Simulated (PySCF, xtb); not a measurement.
Se(OH)(SeH) (H₂OSe₂), SMILES O[Se][SeH]. One conformer was computed; it need not be the lowest.

Harmonic wavenumbers (cm⁻¹) from GFN2-xTB (xtb) at its own minimum, in rising order: 176, 255, 268, 291, 550, 648, 974, 1951, 3545.

Problem. What does TPSSh-D3(BJ)/def2-SVP run with PySCF give at its own minimum? (Estimate from the structure and the level; the computed values follow.)

Solution. 178, 284, 343, 409, 629, 727, 1089, 2375, 3735. Paired by order, the mean absolute difference is 124 cm⁻¹ and the zero-point energies are 12.4 and 14.0 kcal/mol.
